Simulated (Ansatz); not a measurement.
Basis-set extrapolation for C₃H₇BOS (PBE0-D4/def2-TZVP geometry, frozen core, Ansatz). Multiplicity 1, RHF reference.

```tsv
	def2-TZVPP	def2-QZVPP
HF	-614.813020	-614.834050
MP2 correlation	-1.023547	-1.095649
CCSD(T) correlation	-1.119865	not run
```

Energies in hartree. Use E(X) = E(∞) + A·exp(−7.88·√X) for Hartree–Fock and E(X) = E(∞) + B·X^(−2.97) for correlation, with X = 3 and 4, and add CCSD(T) minus MP2 of the smaller set to the MP2 limit.

Task: What is the CCSD(T) energy at the basis-set limit?

Result: HF limit: -614.834050 + (-0.021030) × 0.13774 = -614.83695. MP2 limit: -1.095649 + (-0.072102) × 0.74074 = -1.14906. Higher-order term: -1.119865 − (-1.023547) = -0.09632. Total: -616.08233 hartree, 392.4 kJ/mol below CCSD(T)/def2-TZVPP.
